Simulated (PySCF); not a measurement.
SMILES COCCC(C)C (GFN2-xTB optimised geometry):

```
21

C      2.506     0.813     0.582
O      1.634     0.152     1.462
C      0.271     0.470     1.284
C     -0.334    -0.108     0.000
C     -1.865    -0.108     0.000
C     -2.429     1.311     0.000
C     -2.381    -0.874    -1.217
H      3.515     0.588     0.923
H      2.392     0.464    -0.451
H      2.348     1.899     0.608
H      0.141     1.562     1.312
H     -0.230     0.034     2.153
H      0.023    -1.136    -0.097
H      0.022     0.456    -0.866
H     -2.211    -0.621     0.905
H     -3.515     1.285    -0.054
H     -2.148     1.844     0.904
H     -2.059     1.866    -0.860
H     -2.016    -1.899    -1.211
H     -2.046    -0.396    -2.136
H     -3.468    -0.898    -1.222
```

Method: PBE/def2-SVP (PySCF).

Q: What are the frontier orbital energies and the dipole moment?

A: HOMO-2 -7.68 eV, HOMO-1 -6.94 eV, HOMO -5.42 eV, LUMO 0.90 eV, LUMO+1 1.33 eV; dipole moment 1.14 D.

Meta-Löwdin charges at PBE/def2-SVP: C1 -0.10, O2 -0.37, C3 0.02, C4 -0.19, C5 -0.04, C6 -0.31, C7 -0.30, H8 0.11, H9 0.08, H10 0.08, H11 0.07, H12 0.10, H13 0.09, H14 0.08, H15 0.08, H16 0.10, H17 0.10, H18 0.09, H19 0.10, H20 0.09, H21 0.10.
